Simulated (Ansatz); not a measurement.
Species: BeF2 (charge 0, singlet). 
Coordinates optimised at B3LYP-D3(BJ)/def2-TZVP (Ansatz, an electronic-structure program):
```
Be
F 1 1.3812
F 1 1.3812 2 180.00
```

Total electronic energies in hartree. Cores are frozen in the correlated levels unless marked. Spin-orbit coupling is left out. No relativistic terms. CBS marks a two-point X^-3 extrapolation of the correlation energy; Hartree-Fock from the larger set. The bracket is a focal-point correction in the basis named.

```csv
level,program,energy (Eh)
HF/def2-SVP,Ansatz,-213.48556
HF/def2-TZVPP,Ansatz,-213.76814
BLYP-D4/def2-TZVPD,Ansatz + dftd4,-214.67673
PBE0/def2-TZVPD,Ansatz,-214.46575
r2SCAN0-D4/def2-TZVPD,Ansatz + dftd4,-214.56487
wB97X-V/def2-TZVPD,Ansatz,-214.61152
RPA@PBE/def2-TZVPP,Ansatz,-214.54160
"RI-MP2/CBS(def2-TZVPPD,def2-QZVPPD)",Ansatz,-214.4266
SCS-MP2/6-31G*,Ansatz,-214.04643
SCS-MP2/def2-SVPD,Ansatz,-213.92452
CCSD/def2-QZVPPD,Ansatz,-214.38362
CCSD(T)/def2-TZVPP,Ansatz,-214.32638
CCSDT/def2-SVP,Ansatz,-213.89944
"RI-MP2/CBS(def2-TZVPPD,def2-QZVPPD)+[CCSD(T)-MP2]/def2-SVPD",Ansatz,-214.4361
"CCSD(T)/CBS(def2-TZVPPD,def2-QZVPPD)",Ansatz,-214.4390
```

Totals of different functionals don't rank their quality; only differences between species are comparable.
